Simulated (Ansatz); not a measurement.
ClGaHO, SMILES `[O][GaH][Cl]` radical. Total charge 0; spin multiplicity 2.

```tsv
atom	x (Å)	y (Å)	z (Å)
O1	-0.5404	0.8274	1.4671
Ga2	0.0491	0.1391	-0.0840
Cl3	-0.1220	-1.9805	-0.1602
H4	0.6132	1.0140	-1.2229
```

Problem. What are the harmonic wavenumbers in cm⁻¹ at PBE0-D4/def2-TZVP (Ansatz, finite differences of forces, unscaled)? (An estimate is asked.)

Solution. The calculation gave: 145, 430, 451, 562, 682, 2068.

Problem. Is this a minimum?

Solution. Yes, all 6 modes are real.

Problem. Give the ideal-gas thermochemistry at 298.15 K and 1 bar (rigid rotor, harmonic oscillator; point group Cs, symmetry number 1).

Solution. Zero-point energy 25.9 kJ/mol; H(298) − E = 39.8 kJ/mol; entropy 301.5 J/(mol·K), of which translation 168.8, rotation 105.1, vibration 21.9, electronic 5.8; G(298) − E = -50.1 kJ/mol.
